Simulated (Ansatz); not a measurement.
Consider the redistribution: `FC1C[SiH2]1` + `CC(C)[O][AlH][Cl]` → `F[C@H]1C[Si@@H]1Cl` + `CC(C)[O][AlH2]`.

Computed with Ansatz on PBE0-D4/def2-TZVP structures; ΔE is electronic, products minus reactants. CCSD(T)/CBS is the MP2 limit (def2-TZVPP, def2-QZVPP) plus CCSD(T) − MP2 in def2-TZVPP, frozen cores. Functionals use def2-TZVPP. One conformer a species, not always the lowest.

`FC1C[SiH2]1`:

```xyz
9

F    -1.539   -1.010   -0.891
C    -0.876   -0.315    0.089
C     0.583   -0.690    0.305
Si    0.329    1.056   -0.287
H    -1.481   -0.254    0.991
H     0.978   -1.354   -0.460
H     0.891   -0.965    1.308
H     0.433    2.202    0.640
H     0.682    1.330   -1.694
```

`CC(C)[O][AlH][Cl]`:

Cartesian coordinates in Å:
```
C 1.548 -0.555 0.175
C 0.236 0.203 0.200
C 0.351 1.561 -0.463
O -0.747 -0.555 -0.474
Al -2.197 -1.281 -0.062
Cl -2.882 -1.127 1.915
H 1.864 -0.725 -0.857
H 1.442 -1.525 0.666
H 2.330 0.006 0.691
H -0.067 0.347 1.246
H 0.639 1.445 -1.510
H 1.103 2.175 0.039
H -0.603 2.091 -0.426
H -3.018 -2.059 -1.142
```

`F[C@H]1C[Si@@H]1Cl`:

Cartesian coordinates in Å:
```
F -0.272 -1.082 -1.788
C -0.570 -0.524 -0.573
C 0.506 -0.655 0.519
Si 0.119 1.079 0.036
Cl -1.031 2.286 1.209
H -1.570 -0.807 -0.250
H 1.471 -0.985 0.135
H 0.229 -1.153 1.443
H 1.117 1.842 -0.732
```

`CC(C)[O][AlH2]`:

Z-matrix (Å, degrees):
```
C
C 1 1.517
H 1 1.093 2 110.9
H 1 1.091 2 110.3 3 120.4
H 1 1.094 2 110.3 3 -120.0
C 2 1.517 1 111.9 3 60.7
O 2 1.403 1 109.2 3 -174.6
H 2 1.099 1 108.1 3 -58.6
H 6 1.093 2 111.1 1 -179.7
H 6 1.093 2 110.7 1 -59.7
H 6 1.094 2 110.7 1 60.1
Al 7 1.681 2 142.1 1 -117.0
H 12 1.578 7 115.3 2 178.3
H 12 1.585 7 121.3 2 -1.9
```

```json
{"level": "r2SCAN-D4", "ΔE (kJ/mol)": "85.3"}
{"level": "PBE0-D4", "ΔE (kJ/mol)": "82.3"}
{"level": "ωB97X-V", "ΔE (kJ/mol)": "83.0"}
{"level": "r2SCAN", "ΔE (kJ/mol)": "85.4"}
{"level": "HF/def2-TZVPP", "ΔE (kJ/mol)": "90.1"}
{"level": "SCS-MP2/def2-TZVPP", "ΔE (kJ/mol)": "86.1"}
{"level": "MP2/def2-QZVPP", "ΔE (kJ/mol)": "86.1"}
{"level": "HF/CBS(def2)", "ΔE (kJ/mol)": "89.5"}
```

**Question.** What does CCSD(T)/CBS give? (Best estimate.)

**Answer.** Ansatz gave: +86.2 kJ/mol. The listed levels differ from it by -0.9, -3.9, -3.2, -0.8, 3.9, -0.1, -0.1, 3.3 kJ/mol.

Largest T1 diagnostic among the species: 0.012.

In def2-TZVPP, CCSD(T) changes the Hartree–Fock value by −3.0 kJ/mol (the triples alone add −0.8 kJ/mol) and MP2 by −3.3 kJ/mol.
